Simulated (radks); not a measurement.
Values are calculated unless marked as measured or tabulated.
Ionisation of Ce11+, [Kr] 4d10 5s1, to Ce12+, [Kr] 4d10, under several functionals. Scalar-relativistic Kohn-Sham, spin-polarised, spherical densities, point nucleus; open shells are filled with parallel spins first (spin-orbit coupling, left out, can overturn this in heavy ions); a radial shooting solver on a logarithmic mesh with Libxc functionals. Known Delta-SCF values: LDA (Slater exchange, VWN5 correlation) 194.36 eV. What does Wu-Cohen GGA give, and what is its highest occupied eigenvalue?

Answer. 193.83 eV by Delta-SCF; the 5s eigenvalue is -185.99 eV. NIST: 192.2 eV (semi-empirical).
